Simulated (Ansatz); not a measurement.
Steps of a relaxation of CH8GeOSi, SMILES `C[SiH2][GeH2][OH]` with RKS PBE-D4/def2-SVP.

```sh
$ ansatz run in.yaml --threads 4 --pin off --events-out ev --progress --plain --max-ram 10444MiB
```

```yaml
crystal:
  periodic: [false, false, false]
  atoms:
    - {symbol: C, position_ang: [-0.864500, 1.548000, 0.120200]}
    - {symbol: Si, position_ang: [-0.184600, 0.120000, 0.993300]}
    - {symbol: Ge, position_ang: [1.116900, -1.065100, -0.490400]}
    - {symbol: O, position_ang: [0.239300, -1.586000, -1.876400]}
    - {symbol: H, position_ang: [-0.093600, 2.237200, -0.280900]}
    - {symbol: H, position_ang: [-1.553800, 2.181400, 0.808500]}
    - {symbol: H, position_ang: [-1.497000, 1.242800, -0.744100]}
    - {symbol: H, position_ang: [-1.225300, -0.725800, 1.476700]}
    - {symbol: H, position_ang: [0.636300, 0.603700, 2.170000]}
    - {symbol: H, position_ang: [2.304900, -0.156600, -0.950000]}
    - {symbol: H, position_ang: [1.727400, -2.306000, 0.265900]}
    - {symbol: H, position_ang: [-0.529000, -2.148800, -1.458700]}
basis:
  gaussian: {orbitals: def2-SVP}
hamiltonian: {xc: pbe, dispersion: d4}
relax: {f_tol: 0.03, max_steps: 200}
```

Positions (Å) and forces (eV/Å) along the path, 10 of 10 steps:

```xyz
12
step=1 energy=-67581.9107 eV
C    -0.865    1.548    0.120   -1.867    2.273   -0.145
Si   -0.185    0.120    0.993    1.225    0.383    0.816
Ge    1.117   -1.065   -0.490    2.599    0.335    2.082
O     0.239   -1.586   -1.876   -3.264   -2.137   -0.935
H    -0.094    2.237   -0.281    0.065   -0.057    0.068
H    -1.554    2.181    0.808    0.843   -0.726   -0.817
H    -1.497    1.243   -0.744    0.091   -0.022    0.078
H    -1.225   -0.726    1.477   -1.240   -0.969    0.627
H     0.636    0.604    2.170    0.022   -0.162   -0.027
H     2.305   -0.157   -0.950   -0.146   -0.163   -0.189
H     1.727   -2.306    0.266    0.042    0.024   -0.177
H    -0.529   -2.149   -1.459    1.630    1.221   -1.383
12
step=2 energy=-67582.3498 eV
C    -0.945    1.629    0.131   -0.624    0.937   -0.332
Si   -0.211    0.163    0.989    0.805   -0.289    0.513
Ge    1.213   -1.149   -0.426    0.788    0.387    0.729
O     0.246   -1.581   -1.853   -1.325   -0.996   -0.419
H    -0.169    2.314   -0.268    0.055   -0.041    0.017
H    -1.601    2.241    0.808    0.294   -0.336   -0.178
H    -1.574    1.321   -0.732    0.064   -0.052    0.038
H    -1.285   -0.701    1.530   -0.378   -0.322    0.165
H     0.653    0.586    2.157   -0.095    0.047    0.014
H     2.383   -0.290   -1.000   -0.093   -0.038   -0.007
H     1.863   -2.431    0.217   -0.157    0.139    0.008
H    -0.497   -2.158   -1.520    0.665    0.565   -0.547
12
step=3 energy=-67582.4224 eV
C    -0.925    1.625    0.128   -0.086    0.157   -0.124
Si   -0.185    0.180    1.087   -0.004   -0.220   -0.171
Ge    1.176   -1.109   -0.448    0.141   -0.166   -0.027
O     0.286   -1.678   -1.944   -0.060    0.179    0.363
H    -0.139    2.304   -0.261    0.033   -0.046    0.024
H    -1.597    2.223    0.770   -0.098    0.086    0.077
H    -1.515    1.265   -0.742    0.066   -0.042    0.074
H    -1.282   -0.710    1.630    0.052    0.041   -0.035
H     0.639    0.639    2.270    0.010   -0.021   -0.113
H     2.334   -0.265   -1.058   -0.072   -0.008    0.031
H     1.795   -2.366    0.255    0.000    0.050   -0.007
H    -0.511   -2.162   -1.653    0.018   -0.010   -0.094
12
step=4 energy=-67582.4466 eV
C    -0.937    1.628    0.120   -0.028    0.075   -0.099
Si   -0.183    0.165    1.050    0.070   -0.108    0.010
Ge    1.213   -1.130   -0.428   -0.073    0.023   -0.073
O     0.248   -1.627   -1.898    0.125    0.090    0.156
H    -0.150    2.315   -0.254    0.014   -0.029    0.015
H    -1.620    2.210    0.768   -0.023    0.004    0.043
H    -1.514    1.270   -0.757    0.026   -0.020    0.015
H    -1.277   -0.725    1.593    0.025    0.012   -0.022
H     0.653    0.621    2.221   -0.024    0.018   -0.006
H     2.358   -0.276   -1.041   -0.029   -0.035    0.004
H     1.829   -2.392    0.263   -0.015    0.023   -0.024
H    -0.542   -2.113   -1.602   -0.068   -0.053   -0.019
12
step=5 energy=-67582.4495 eV
C    -0.933    1.627    0.117   -0.035    0.042   -0.035
Si   -0.180    0.164    1.050    0.031   -0.016    0.029
Ge    1.208   -1.125   -0.426   -0.011    0.013   -0.039
O     0.235   -1.610   -1.888   -0.012   -0.003    0.094
H    -0.144    2.318   -0.242    0.006   -0.014    0.010
H    -1.628    2.201    0.764    0.010   -0.015    0.000
H    -1.496    1.266   -0.767    0.012   -0.008    0.004
H    -1.271   -0.730    1.588    0.002   -0.003   -0.006
H     0.650    0.626    2.222   -0.015    0.009    0.008
H     2.352   -0.276   -1.045   -0.003   -0.009   -0.009
H     1.825   -2.388    0.257   -0.004   -0.006   -0.010
H    -0.540   -2.128   -1.596    0.019    0.009   -0.043
12
step=6 energy=-67582.4508 eV
C    -0.925    1.620    0.113    0.010    0.005   -0.022
Si   -0.175    0.169    1.068    0.042   -0.038   -0.027
Ge    1.206   -1.115   -0.428   -0.076    0.030    0.045
O     0.197   -1.569   -1.875    0.072    0.045    0.031
H    -0.131    2.314   -0.230   -0.004    0.002    0.002
H    -1.641    2.189    0.739   -0.016    0.009    0.010
H    -1.458    1.244   -0.783    0.002   -0.003   -0.002
H    -1.265   -0.729    1.598   -0.005   -0.009   -0.003
H     0.637    0.643    2.247    0.002    0.008    0.007
H     2.345   -0.264   -1.050    0.007   -0.016   -0.021
H     1.810   -2.399    0.226    0.020   -0.003   -0.013
H    -0.524   -2.159   -1.590   -0.055   -0.030   -0.007
12
step=7 energy=-67582.4518 eV
C    -0.923    1.610    0.109    0.006   -0.018   -0.020
Si   -0.167    0.167    1.074   -0.014    0.028    0.005
Ge    1.210   -1.116   -0.417    0.009   -0.008   -0.018
O     0.201   -1.565   -1.863   -0.023    0.020   -0.012
H    -0.134    2.313   -0.227    0.003   -0.001    0.002
H    -1.654    2.173    0.723   -0.003   -0.009    0.004
H    -1.439    1.223   -0.793   -0.004    0.008   -0.004
H    -1.257   -0.738    1.595    0.007    0.003    0.008
H     0.632    0.658    2.255   -0.001   -0.020    0.000
H     2.347   -0.275   -1.054    0.005    0.006   -0.002
H     1.824   -2.402    0.219    0.004   -0.010    0.023
H    -0.563   -2.105   -1.587    0.011    0.002    0.013
12
step=8 energy=-67582.4524 eV
C    -0.919    1.605    0.103    0.003   -0.013    0.008
Si   -0.164    0.169    1.081    0.003    0.014   -0.011
Ge    1.209   -1.109   -0.417    0.002    0.001    0.020
O     0.174   -1.531   -1.852   -0.052   -0.043   -0.009
H    -0.129    2.315   -0.217   -0.010    0.002    0.000
H    -1.666    2.159    0.706    0.005   -0.004   -0.012
H    -1.414    1.213   -0.809    0.006    0.005    0.012
H    -1.252   -0.738    1.602   -0.002   -0.004    0.001
H     0.630    0.658    2.266   -0.001    0.001   -0.002
H     2.347   -0.273   -1.060    0.004    0.006    0.001
H     1.818   -2.405    0.209    0.000   -0.006   -0.001
H    -0.557   -2.117   -1.577    0.043    0.041   -0.009
12
step=9 energy=-67582.4526 eV
C    -0.919    1.602    0.101    0.000   -0.002    0.006
Si   -0.161    0.168    1.079    0.001    0.008    0.000
Ge    1.213   -1.111   -0.416   -0.002    0.000    0.008
O     0.177   -1.533   -1.852   -0.031   -0.022   -0.005
H    -0.134    2.317   -0.217   -0.005   -0.001    0.001
H    -1.671    2.150    0.702    0.003   -0.003   -0.006
H    -1.411    1.208   -0.812    0.003    0.000    0.004
H    -1.247   -0.741    1.601   -0.001   -0.001    0.000
H     0.633    0.659    2.264   -0.002    0.003   -0.002
H     2.352   -0.276   -1.058    0.000   -0.005    0.001
H     1.818   -2.407    0.214    0.000    0.000   -0.005
H    -0.573   -2.091   -1.571    0.033    0.024   -0.002
12
step=10 energy=-67582.4528 eV
C    -0.919    1.597    0.098    0.001    0.005   -0.005
Si   -0.156    0.171    1.083   -0.001   -0.012    0.001
Ge    1.215   -1.112   -0.414    0.004   -0.005   -0.007
O     0.172   -1.523   -1.850    0.013    0.013    0.003
H    -0.139    2.320   -0.212   -0.004   -0.003    0.000
H    -1.684    2.138    0.691    0.001   -0.002    0.001
H    -1.397    1.197   -0.819    0.003    0.000    0.002
H    -1.240   -0.741    1.605    0.000    0.001    0.001
H     0.633    0.668    2.268    0.002    0.002   -0.003
H     2.359   -0.283   -1.056   -0.004   -0.001    0.002
H     1.815   -2.416    0.205   -0.008    0.007    0.001
H    -0.582   -2.071   -1.565   -0.007   -0.006    0.005
```

It took 85 s on 4 threads of an Intel Xeon on a shared host, with 0.18 GiB of host memory at the peak.
